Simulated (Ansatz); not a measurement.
Coupled-cluster run, CH7BOSSi, SMILES `CSBO[SiH3]`.

```yaml
crystal:
  periodic: [false, false, false]
  atoms:
    - {symbol: C, position_ang: [-2.147360, 0.422837, 1.388459]}
    - {symbol: S, position_ang: [-0.479993, 0.705990, 0.748957]}
    - {symbol: B, position_ang: [-0.236836, -0.689581, -0.359932]}
    - {symbol: O, position_ang: [0.918091, -0.841563, -1.045650]}
    - {symbol: Si, position_ang: [2.333851, 0.006358, -1.158906]}
    - {symbol: H, position_ang: [-2.569190, -0.472627, 0.934429]}
    - {symbol: H, position_ang: [-2.102199, 0.298162, 2.469514]}
    - {symbol: H, position_ang: [-2.772719, 1.282294, 1.150554]}
    - {symbol: H, position_ang: [-1.114349, -1.495716, -0.490656]}
    - {symbol: H, position_ang: [2.962841, 0.125287, 0.180422]}
    - {symbol: H, position_ang: [3.215508, -0.755288, -2.072471]}
    - {symbol: H, position_ang: [2.069357, 1.358647, -1.710817]}
basis:
  gaussian: {orbitals: def2-SVP}
correlation: {method: ccsd_t}
```

```sh
$ ansatz run in.yaml --threads 4 --pin off --events-out ev --progress --plain --max-ram 10444MiB
```

Log, shortened:

```
Functional definition: HF
1102 factors; integrals over basis functions are off by at most 1.3e-3 eV
mean field evaluation 1: about -22520.9478 eV, gradient 3.4e1 eV
mean field evaluation 2: about -22521.0220 eV, gradient 3.4e1 eV
mean field evaluation 4: about -22523.8688 eV, gradient 3.9e0 eV
mean field evaluation 8: about -22523.9227 eV, gradient 2.0e-1 eV
mean field evaluation 16: about -22523.8330 eV, gradient 5.7e-1 eV
mean field -22523.92296589 eV, -827.7389017333 hartree, gradient 9.2e-6 eV, S^2 0.000000; 0 other end points of the search recorded, 0 dependent functions left out
13 core orbitals not correlated: weight in the atoms' cores, before any rotation towards them, 1.000 or more for the frozen orbitals, at most 0.000 for the correlated occupied ones
reference -22523.92296589 eV, -827.7389017333 hartree; 15, 15 occupied and 85, 85 virtual orbitals, 1102 factors
second order -17.44904316 eV of doubles, -0.00000000 eV of singles
cycle   1  -18.46358091 eV  change    -1.0e0 eV  update   1.1e-1
cycle   2  -19.00348659 eV  change   -5.4e-1 eV  update   3.1e-2
cycle   3  -19.12571760 eV  change   -1.2e-1 eV  update   1.6e-2
cycle   4  -19.12119254 eV  change    4.5e-3 eV  update   4.4e-3
cycle   5  -19.11890939 eV  change    2.3e-3 eV  update   1.7e-3
cycle   6  -19.11899306 eV  change   -8.4e-5 eV  update   6.3e-4
cycle   7  -19.11871089 eV  change    2.8e-4 eV  update   2.0e-4
cycle   8  -19.11866879 eV  change    4.2e-5 eV  update   7.1e-5
cycle   9  -19.11868673 eV  change   -1.8e-5 eV  update   3.0e-5
perturbative correction -0.53481078 eV, -0.0196539338 hartree
Total energy: -22543.57646341 eV, -828.4611544452 hartree
```

Run time 5 s (4 threads of an Arm Neoverse V1 on a shared host); peak host memory 0.54 GiB.

MP2 recovers 88.8 % of the CCSD(T) correlation energy and the triples give 2.7 %; T1 = 0.0131.
